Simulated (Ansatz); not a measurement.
## Ligand exchange: C2H8Ge + CH7ClSi2 → C2H10GeSi + SiH2(CH3)Cl

Species: C2H8Ge (ethylgermane) `C[CH2][GeH3]`, singlet; CH7ClSi2 `[SiH3]C[SiH2]Cl`, singlet; C2H10GeSi `C[CH2][GeH2][SiH3]`, singlet; SiH2(CH3)Cl ((chlorosilyl)methane), singlet. The partners trade H for SiH3: Ge–H and C–SiH3 bonds give way to Ge–SiH3 and C–H.

Shapes, held fixed at every level: PBE0-D4/def2-TZVP. Flexible molecules stand in one conformer, not always the lowest. Programs: Ansatz 0.2.0. Electronic energies: no zero-point or thermal term.

```json
{"level": "PBE-D4/def2-TZVPP", "kind": "GGA", "ΔE (kJ/mol)": "-23.8", "less CCSD(T)/def2-TZVPP": "-9.3"}
{"level": "B3LYP-D4/def2-TZVPP", "kind": "global hybrid", "ΔE (kJ/mol)": "-18.0", "less CCSD(T)/def2-TZVPP": "-3.5"}
{"level": "PBE0-D4/def2-TZVPP", "kind": "global hybrid", "ΔE (kJ/mol)": "-20.8", "less CCSD(T)/def2-TZVPP": "-6.3"}
{"level": "wB97X-V/def2-TZVPP", "kind": "range-separated hybrid", "ΔE (kJ/mol)": "-14.5", "less CCSD(T)/def2-TZVPP": "0.0"}
{"level": "MP2/def2-TZVPP", "kind": "perturbation theory", "ΔE (kJ/mol)": "-11.2", "less CCSD(T)/def2-TZVPP": "+3.3"}
{"level": "CCSD/def2-TZVPP", "kind": "coupled cluster or CI", "ΔE (kJ/mol)": "-14.1", "less CCSD(T)/def2-TZVPP": "+0.4"}
{"level": "CCSD(T)/def2-TZVPP", "kind": "coupled cluster or CI", "ΔE (kJ/mol)": "-14.5", "less CCSD(T)/def2-TZVPP": "0.0"}
```

The highest level, CCSD(T)/def2-TZVPP, gives ΔE = -14.5 kJ/mol; the levels span -23.8 to -11.2. The column of differences is taken from that level and isn't an error. No measured value is set beside it here. Relativity is left out for Ge unless named. Correlated rows may include outer-core shells of Ge, which these sets cover unevenly.
